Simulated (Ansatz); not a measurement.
FeBr3N3H9⁺, that is mer-FeBr3(NH3)3 with one electron fewer, relaxed as a singlet with RKS r2SCAN-D4/def2-SVP in Ansatz, starting from the r2SCAN-D4/def2-SVP geometry of the neutral doublet. Force threshold 0.03 eV/Å.

The name describes the doublet; other states may take another shape.

Start:

| atom | x (Å) | y (Å) | z (Å) |
| --- | --- | --- | --- |
| Fe1 | 0.0843 | 0.2341 | -0.3271 |
| Br2 | 2.3265 | -0.7083 | -0.1206 |
| Br3 | -2.2283 | 0.9626 | -0.0894 |
| Br4 | 0.5546 | 1.5318 | -2.2805 |
| N5 | -0.3578 | -0.9222 | 1.3039 |
| H6 | -1.1926 | -1.4917 | 1.1482 |
| H7 | -0.5718 | -0.3472 | 2.1218 |
| H8 | 0.4434 | -1.5244 | 1.5230 |
| N9 | 0.6798 | 1.8000 | 0.7617 |
| H10 | -0.0976 | 2.2708 | 1.2331 |
| H11 | 1.0699 | 2.4617 | 0.0822 |
| H12 | 1.4208 | 1.5818 | 1.4324 |
| N13 | -0.4666 | -1.2789 | -1.5076 |
| H14 | -1.4757 | -1.4511 | -1.4853 |
| H15 | 0.0450 | -2.1484 | -1.3378 |
| H16 | -0.2337 | -0.9707 | -2.4578 |

Problem. Estimate the energy that the relaxation releases and the steps that it takes.

Solution. 4.6 kcal/mol, in 27 steps; 1.7 min on 4 threads of Intel Xeon 6975P-C on a shared host. The force fell under the threshold at step 7, but the optimiser went on and released 0.008 eV more. No frequencies were taken in this run, so the end may be a saddle point.

Problem. Does the start keep its bonding and symmetry?

Solution. By distances, no bond broke or formed. The bond that changes most is Fe1–Br4, from 2.39 to 2.29 Å (atoms count from 1).

Problem. Predict the relaxed structure.

Solution. 
```csv
atom,x (Å),y (Å),z (Å)
Fe1,0.0788,0.2730,-0.3754
Br2,2.2537,-0.5702,-0.1009
Br3,-2.1482,0.8771,0.0960
Br4,0.4075,1.5638,-2.2329
N5,-0.2895,-0.9864,1.2644
H6,-1.2166,-1.4199,1.2080
H7,-0.2931,-0.4660,2.1471
H8,0.4152,-1.7255,1.3641
N9,0.6591,1.8591,0.7197
H10,-0.0042,2.6354,0.6201
H11,1.5697,2.1973,0.3903
H12,0.7676,1.6903,1.7250
N13,-0.4741,-1.2708,-1.5249
H14,-1.4708,-1.4975,-1.4381
H15,0.0665,-2.1243,-1.3501
H16,-0.3216,-1.0354,-2.5124
```
Bond lengths: 3 × Br–Fe 2.29 to 2.36 Å; 3 × Fe–N 2.00 to 2.10 Å; 9 × H–N 1.02 to 1.03 Å.
